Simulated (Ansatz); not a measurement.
Ansatz (a program for electronic structure) input:

Ansatz 0.2 input:
```yaml
crystal:
  periodic: [false, false, false]
  atoms:
    - {symbol: Ge, position_ang: [-0.00000000, -0.00000000, -0.76210370]}
    - {symbol: Cl, position_ang: [0.00000000, 0.00000000, 1.43454814]}
basis:
  gaussian:
    orbitals: def2-TZVP
hamiltonian:
  xc: b3lyp
  dispersion: d3bj
magnetization: {spin_polarized: true, initial_magnetization: 1}
phonons: {temperatures: {t_min: 298.15, t_max: 298.15, t_step: 100}}
```

### Question
Predict the final energy.

### Answer
-2537.28442 Eh (B3LYP-D3(BJ)/def2-TZVP). The basis has 85 functions.
